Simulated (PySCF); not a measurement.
# Polarisability and C₆ of Tc⁺ (technetium, charge +1)

[Kr] 4d5 5s1, high-spin 7S determinant. Calculation: PySCF 2.14, in aug-cc-pwCVTZ-PP with ECP28MDF; a scalar-relativistic core potential. Coupled (time-dependent) response in atomic units; α is the mean over directions.

```json
{"method": "UHF", "mean α (bohr³)": "46.94", "C₆ (like pair)": "355.4", "S(−4)": "1554"}
{"method": "PBE", "mean α (bohr³)": "33.54", "C₆ (like pair)": "249.4", "S(−4)": "626.1"}
```

S(−4) is the Cauchy moment in α(ω) = α(0) + S(−4) ω² + …

α(iu) at UHF:

```csv
u (hartree),α(iu) (bohr³)
0,46.94
0.0500,43.42
0.100,35.89
0.200,22.96
0.300,15.90
0.500,9.592
0.750,6.342
1.00,4.662
1.50,2.898
2.00,1.981
3.00,1.080
5.00,0.4538
```

A single London oscillator, α(iu) = α/(1 + u²/ω²), gives C₆ = (3/4) ω α². Matching the computed C₆ needs ω = 4 × 355.4 / (3 × 46.94²) = 0.215 hartree.

For an ion, C₆ is the dispersion term alone; charge-induced terms of lower order in 1/R come first.

Energies and moments cover only the electrons outside the core potential.
